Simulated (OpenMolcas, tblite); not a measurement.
## C2H5BN (SMILES B[N]C=C): methods side by side

The species is C2H5BN (9 atoms), meant as a doublet with charge 0. SMILES: `B[N]C=C`. The shape is that of a PBE0-D4/def2-TZVP optimisation.

Each level gives the vertical electron affinity (to the singlet anion) (eV). The values are calculated.

The electron affinity is E(neutral) − E(anion): positive where the electron is bound.

```csv
level,kind,program,value (eV),CPU time (all runs)
GFN2-xTB,semi-empirical,tblite,5.83,under 2 s
UHF/def2-SVPD,Hartree–Fock,OpenMolcas,-0.21,56 s
USVWN5/def2-SVPD,LDA,OpenMolcas,1.67,2.6 min
UPBE/def2-SVPD,GGA,OpenMolcas,1.40,4 min
U-r2SCAN/def2-SVPD,meta-GGA,OpenMolcas,1.25,5.2 min
UB3LYP/def2-SVPD,global hybrid,OpenMolcas,1.40,3.8 min
UM06-2X/def2-SVPD,hybrid meta-GGA,OpenMolcas,1.47,4.7 min
```

Where it was recorded, the anion's HOMO is positive in USVWN5/def2-SVPD, UPBE/def2-SVPD, U-r2SCAN/def2-SVPD, UB3LYP/def2-SVPD: a fault of the level (basis or self-interaction), which says nothing on whether the real anion is bound. The values span -0.21 to 5.83 eV. The xTB values lack the empirical shift that such differences need. Spin contamination of the reference (⟨S²⟩ at least 0.1 too high) touches UHF/def2-SVPD. Times are those of the runs behind each value, whatever else they computed, on shared processors of several kinds: orders of magnitude only.
